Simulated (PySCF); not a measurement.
**Radial density of Se²⁷⁺ (selenium, charge +27)**

UHF, [He] 2s2 2p3, high-spin 4S determinant. Calculation: PySCF 2.14, in an uncontracted even-tempered set (19 s from 8.1 bohr⁻², ratio 2.2; 12 p from 11 bohr⁻², ratio 2.2; 6 d from 43 bohr⁻², ratio 2.4; 5 f from 64 bohr⁻², ratio 2.4; 4 g from 97 bohr⁻², ratio 2.4); the spin-free X2C one-electron Hamiltonian (Gaussian nucleus).

```tsv
r (bohr)	4πr²ρ (e/bohr)	4πr²(ρα − ρβ)
0.000627	0.2291	0.0000
0.00106	0.5736	0.0000
0.00177	1.413	0.0001
0.00299	3.377	0.0005
0.00502	7.675	0.0034
0.00845	15.98	0.0211
0.0142	28.63	0.1275
0.0239	39.73	0.6924
0.0402	36.79	3.0893
0.0676	24.19	9.8397
0.114	27.62	17.7650
0.191	23.19	12.3770
0.322	3.751	1.7554
0.541	0.03941	0.0178
```

Densities and radii are taken from the X2C orbitals without a picture-change correction, which distorts them close to the nucleus.

Spin-orbit coupling is strong in this species (close to jj coupling), so the high-spin LS determinant is a model state, not a physical level.
